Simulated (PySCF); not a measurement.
H3N.

```xyz
4

N      0.0000     0.0000     0.1117
H      0.8165    -0.4714    -0.2605
H     -0.8165    -0.4714    -0.2605
H      0.0000     0.9428    -0.2605
```
Charge 0, spin multiplicity 1.

Coordinates come from a B3LYP-D3(BJ)/def2-TZVP optimisation.

All values below come from HF/pcSseg-2 (PySCF). Non-relativistic, no solvent.

Computed absolute GIAO shielding of each atom: isotropic value and principal components (ppm):
```json
[
 {"atom": "N1", "σ(iso)": "262.2", "σ11": "234.9", "σ22": "275.8", "σ33": "275.8", "span": "40.9"},
 {"atom": "H2", "σ(iso)": "31.5", "σ11": "25.6", "σ22": "26.5", "σ33": "42.4", "span": "16.8"},
 {"atom": "H3", "σ(iso)": "31.5", "σ11": "25.6", "σ22": "26.5", "σ33": "42.4", "span": "16.8"},
 {"atom": "H4", "σ(iso)": "31.5", "σ11": "25.6", "σ22": "26.5", "σ33": "42.4", "span": "16.8"}
]
```
